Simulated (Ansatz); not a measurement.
Species: CH6NSi, charge 0, multiplicity 2. It need not be the lowest isomer of its formula. SMILES: [SiH3][N]C
Coordinates optimised at B3LYP-D3(BJ)/def2-TZVP (Ansatz, a program for electronic structure):
```
N
C 1 1.4246
H 2 1.0947 1 110.93
H 2 1.0988 3 109.66 1 -128.79
H 2 1.1030 3 105.67 4 -114.56
Si 1 1.7408 2 123.33 3 -152.23
H 6 1.4802 1 108.01 2 136.82
H 6 1.4846 7 109.10 1 -116.41
H 6 1.4896 7 109.36 8 -119.12
```
Charge 0, spin multiplicity 2.

Quantity: atomisation energy (electronic, to ground-state atoms), in eV. Cores are frozen in the correlated levels unless marked. Open shells are spin-unrestricted. No spin-orbit coupling. No relativistic terms. The coupled-cluster limit lacks core correlation, which all-electron functionals hold. Basis-set limits of correlation are two-point, X^-3; Hartree-Fock from the larger set.

| level | program | atomisation energy (eV) |
|---|---|---|
| B3LYP-D4/def2-TZVPD | Ansatz + dftd4 | 30.30 |
| CAM-B3LYP/def2-TZVPD | Ansatz | [?] |
| LC-wPBE-D4/def2-TZVPD | Ansatz + dftd4 | 30.02 |
| B2PLYP-D4/def2-TZVPD | Ansatz + dftd4 | [?] |
| CCSD(T) with core electrons (1s frozen past Ne)/cc-pwCVTZ | Ansatz | [?] |
| CCSD(T)/CBS(aug-cc-pV(T+d)Z,aug-cc-pV(Q+d)Z) | Ansatz | 29.98 |

**Question.** Complete the blanks.

**Answer.** 
- CAM-B3LYP/def2-TZVPD, atomisation energy (eV): 30.26
- B2PLYP-D4/def2-TZVPD, atomisation energy (eV): 29.76
- CCSD(T) with core electrons (1s frozen past Ne)/cc-pwCVTZ, atomisation energy (eV): 29.24
